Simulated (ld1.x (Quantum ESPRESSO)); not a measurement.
## Transferability test, TM potential for Be

- Element: beryllium (Be)
- Generator: ld1.x (Quantum ESPRESSO) 7.5
- Type: norm-conserving Troullier–Martins (Kleinman–Bylander form)
- Functional: PBEsol
- Relativity: scalar-relativistic
- Frozen core: none
- Valence charge: 4
- Reference configuration: 1s2 2s1 2p0 (charge +1)
- Partial waves: 1s (bound): rc 0.35 bohr; 3d channel at -0.15 Ry: rc 3.40 bohr; 2p (bound, empty): rc 3.40 bohr
- Local potential: the p channel
- Core correction: none

Occupied shells without a wave of their own: 2s. They enter only through the test configuration that unscreens the potential.

Energies are relative to the spin-unpolarised reference configuration 1s2 2s1 2p0; without spin polarisation the order of configurations can differ from experiment.

(1) Give the all-electron excitation energy and the error of the potential for: 1s2 2s2 2p0; 1s2 2s0 2p0; 1s2 2s1.5 2p0; 1s1 2s2 2p0; 1s2 2s1 2p1; 1s2 2s0 2p1; 1s2 2s0 2p2.

Levels in the configuration 1s2 2s1 2p1:

```
level  all-electron (eV)  pseudo (eV)
   1s           -106.884     -106.967
   2s             -6.105       -6.907
   2p             -2.496       -2.508
```

A Bessel basis up to 400 Ry misses an occupied level by 0.03 Ry, so cutoffs and ghosts were not judged. The potential misses its own reference levels by up to 1.0 eV, so it is not fit for use.

Answers

(1)

```csv
valence configuration,charge,ΔE all-electron (eV),error AE − PS (meV)
1s2 2s2 2p0,0,-9.458,+771
1s2 2s0 2p0,+2,17.726,-1204
1s2 2s1.5 2p0,+0.5,-5.736,+450
1s1 2s2 2p0,+1,117.911,+494
1s2 2s1 2p1,0,-5.864,+20
1s2 2s0 2p1,+1,3.907,-1036
1s2 2s0 2p2,0,-2.246,-801
```

The 2s level has no wave, so the channel is fitted at the deeper level alone: the likely source of the large errors.
